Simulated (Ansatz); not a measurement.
Mulliken charges of `[BH2][GaH][OH]` from PBE/def2-TZVPP in Ansatz (PBE0-D4/def2-TZVP geometry).

```json
{"atom": "B1", "x (Å)": "-1.373", "y (Å)": "0.018", "z (Å)": "0.020", "charge (e)": "-0.055"}
{"atom": "Ga2", "x (Å)": "0.639", "y (Å)": "0.009", "z (Å)": "0.559", "charge (e)": "0.198"}
{"atom": "O3", "x (Å)": "1.905", "y (Å)": "-0.084", "z (Å)": "-0.715", "charge (e)": "-0.363"}
{"atom": "H4", "x (Å)": "-2.005", "y (Å)": "-0.993", "z (Å)": "-0.084", "charge (e)": "0.049"}
{"atom": "H5", "x (Å)": "-1.966", "y (Å)": "1.036", "z (Å)": "-0.196", "charge (e)": "0.049"}
{"atom": "H6", "x (Å)": "1.294", "y (Å)": "0.072", "z (Å)": "1.980", "charge (e)": "-0.047"}
{"atom": "H7", "x (Å)": "1.567", "y (Å)": "-0.126", "z (Å)": "-1.611", "charge (e)": "0.170"}
```

By hand: the dipole of these point charges (1 e Å = 4.8032 D).

Σ q r = (-0.478, 0.009, -0.012) e Å, of length 0.478 e Å = 2.30 D.

How does the dipole of the full density compare? (An estimate is asked.)

Computed: (-0.360, 0.000, -0.137) e Å, 1.85 D; the point charges give 1.24 times that, at 19° from its direction.

Point charges leave out the atoms' own dipoles, such as those of lone pairs, and Mulliken's split depends on the basis, so the two needn't agree.
